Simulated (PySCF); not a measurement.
Cost of one run: shielding job, `C/C=C(/CO)B(O)O`.

Method: GIAO PBE0/pcSseg-1 NMR shielding, non-relativistic, gas phase (PySCF 2.14.0, density-fitted response routines). Geometry: GFN2-xTB. Work: shieldings, charges and field gradients, density fitting. The input is one job of a driver script: a line of settings, then coordinates in Å.

Command:
```bash
OMP_NUM_THREADS=1 python probes_run.py task.json out
```

Input:
```
{"job": {"kind": "nmr", "xc": "PBE0", "basis": "pcSseg-1"}, "charge": 0, "multiplicity": 1}
C      2.341921    -0.014275    -0.388576
C      1.038137    -0.726855    -0.470547
C     -0.165360    -0.223373    -0.193036
C     -1.375893    -1.122063    -0.363803
O     -2.209418    -1.159181     0.787531
B     -0.493826     1.246413     0.315411
O      0.420642     2.243084     0.222042
O     -1.705634     1.553813     0.844149
H      2.210578     0.992260    -0.009732
H      3.027235    -0.565781     0.254897
H      2.791730     0.034765    -1.379981
H      1.112844    -1.758825    -0.807337
H     -2.017732    -0.735417    -1.162094
H     -1.068042    -2.141497    -0.632994
H     -1.688918    -1.496278     1.525016
H      0.082794     3.080714     0.543274
H     -2.308054     0.804528     0.905869
```

Hardware: Arm Neoverse N1, one thread, shared host with 64 logical CPUs at a one-minute load of 56. PySCF's memory limit was set to 1040 MB.

Task: How large is the basis?

Result: 181 functions for 62 electrons, with 933 fitting functions; the fitted three-index integrals, 933 × 181 × 182/2 numbers of 8 bytes, come to 120 MiB.

Task: Estimate the wall time.

Result: About 49 s. The SCF took 14 cycles.

Task: How much memory does it need at the peak?

Result: About 0.82 GiB. Peak memory is the resident size of the whole Python process, interpreter and libraries included.

Task: At this speed, how long would 100 such jobs take on 64 cores, one job a core?

Result: 100/64 gives 2 rounds of 49 s, about 98 s of wall time and 1.4 core-hours, if the jobs don't slow each other.

The SCF part of the output:
```
coarse grid: 14272 points
cycle   1  E = -407.6987401066  dE =  1.100e+00  |g| = 1.010e+00  |ddm| = 3.569e+00
cycle   2  E = -407.5592395267  dE =  1.395e-01  |g| = 1.360e+00  |ddm| = 1.541e+00
cycle   3  E = -407.8819194258  dE = -3.227e-01  |g| = 1.009e-01  |ddm| = 9.498e-01
cycle   4  E = -407.8839880703  dE = -2.069e-03  |g| = 3.711e-02  |ddm| = 1.243e-01
cycle   5  E = -407.8843326630  dE = -3.446e-04  |g| = 7.581e-03  |ddm| = 4.171e-02
cycle   6  E = -407.8843419989  dE = -9.336e-06  |g| = 3.390e-03  |ddm| = 7.123e-03
cycle   7  E = -407.8843439998  dE = -2.001e-06  |g| = 6.371e-04  |ddm| = 2.602e-03
final grid: 138016 points
cycle   8  E = -407.9599396290  dE = -4.555e-05  |g| = 1.080e-02  |ddm| = 2.938e-02
cycle   9  E = -407.9599193274  dE =  2.030e-05  |g| = 1.508e-02  |ddm| = 1.799e-02
cycle  10  E = -407.9599632176  dE = -4.389e-05  |g| = 1.066e-03  |ddm| = 1.059e-02
cycle  11  E = -407.9599634476  dE = -2.300e-07  |g| = 1.879e-04  |ddm| = 8.761e-04
cycle  12  E = -407.9599634538  dE = -6.221e-09  |g| = 8.892e-05  |ddm| = 1.890e-04
cycle  13  E = -407.9599634554  dE = -1.560e-09  |g| = 2.646e-05  |ddm| = 8.371e-05
cycle  14  E = -407.9599634555  dE = -1.485e-10  |g| = 8.036e-06  |ddm| = 2.543e-05
converged SCF energy = -407.9599634555
```

On the final grid dE counts from the start density on that grid.

Times come from a shared host and carry two figures at best.
